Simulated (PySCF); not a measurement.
Vertical excitations of a molecule C5H15NSi from PySCF with TDA-M06-2X/def2-SVP, as energy in eV (oscillator strength): 6.62 (0.005), 7.51 (0.001), 7.69 (0.049), 7.78 (0.024), 8.18 (0.166), 8.54 (0.000), 8.62 (0.122), 8.90 (0.021), 9.05 (0.073), 9.08 (0.071). Lowest triplet (TDA): 6.43 eV. Geometry: PBE0-D3(BJ)/def2-SVP. Other conformers were not sampled.

Pick the molecule that these values belong to.
A) CN(C)[Si](C)(C)C
B) CC[Si](C)(N)CC
C) CC(C)(C)[C@@H](N)[SiH3]
D) C[C@H](C[SiH3])CCN

A, CN(C)[Si](C)(C)C
